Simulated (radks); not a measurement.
The numbers below are computed, except where a source is named.
All-electron atom: Rb IV in [Ar] 3d10 4s2 4p4 (the NIST ground configuration).

Level of theory: non-relativistic Kohn-Sham, PBEsol, spin-polarised, spherical densities, point nucleus; open shells are filled with parallel spins first (spin-orbit coupling, left out, can overturn this in heavy ions); relativity is left out, which matters for an element this heavy (a radial shooting solver on a logarithmic mesh with Libxc functionals).

Energy parts (eV):
total: -79874.671
kinetic: 79828.080
electron-nucleus: -189574.939
Hartree: 32494.781
exchange-correlation: -2622.594

Orbitals (lengths in bohr, moments of r in powers of bohr; r(90%) holds 90 % of the orbital's charge):
orbital  occ.  eigenvalue (eV)  r(90%)
1s up       1        -14768.87  0.0735
1s down     1        -14768.66  0.0735
2s up       1        -1976.962   0.281
2s down     1        -1976.831   0.281
2p up       3        -1798.794   0.255
2p down     3        -1798.587   0.255
3s up       1        -321.9916   0.775
3s down     1        -321.7267   0.774
3p up       3        -257.6989   0.796
3p down     3        -257.3977   0.795
3d up       5        -141.6905   0.851
3d down     5        -141.3382   0.847
4s up       1         -63.6162    2.06
4s down     1         -61.3662    2.07
4p up       3         -47.5899    2.32
4p down     1         -45.3743    2.34
4d up       0         -24.3816    3.25
4d down     0         -22.6548    3.38
5s up       0         -20.9710    4.63
5s down     0         -20.2546    4.71

The highest occupied level is 4p down at -45.374 eV. Spin moment in Bohr magnetons: 2.
